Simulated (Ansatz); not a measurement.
`[AlH2][C@H]1C[Si@@H]1S` + `N[SiH2]S` → `N[SiH2][S][AlH2]` + `S[SiH]1CC1`  (ligand exchange at the Al–C bond)

Calculated with Ansatz (gas phase, PBE0-D4/def2-TZVP geometries, no zero-point term in ΔE). CCSD(T)/CBS is the MP2 limit (def2-TZVPP, def2-QZVPP) plus CCSD(T) − MP2 in def2-TZVPP, frozen cores. Functionals use def2-TZVPP. B3LYP here is the variant with VWN-RPA as its local correlation; programs differ in this. HSE06 is defined as in plane-wave codes. One conformer a species, not always the lowest.

| level | ΔE (kcal/mol) | difference from CCSD(T)/CBS |
| --- | --- | --- |
| r2SCAN-D4 | -25.1 | -0.3 |
| r2SCAN0-D4 | -25.5 | -0.7 |
| HSE06-D4 | -25.0 | -0.2 |
| B2PLYP | -25.0 | -0.2 |
| PBE | -24.3 | 0.5 |
| revPBE | -24.4 | 0.4 |
| B3LYP | -24.9 | -0.1 |
| BHLYP | -25.9 | -1.1 |
| MP2/def2-SVP | -25.6 | -0.8 |
| CCSD/CBS(def2) | -25.1 | -0.3 |
| CCSD(T)/CBS | -24.8 | 0 |

Largest T1 diagnostic among the species: 0.011.

From BLYP to BHLYP (50 % exact exchange), in def2-TZVPP and without D4, ΔE moves by −1.6 kcal/mol. In def2-TZVPP, CCSD(T) changes the Hartree–Fock value by +2.6 kcal/mol (the triples alone add +0.3 kcal/mol) and MP2 by +2.4 kcal/mol. Leaving LDA and LC-ωPBE aside and taking each functional with its dispersion term where it has one, the values, not all of them listed here, spread over 1.7 kcal/mol, from BHLYP-D4 to revPBE-D4.
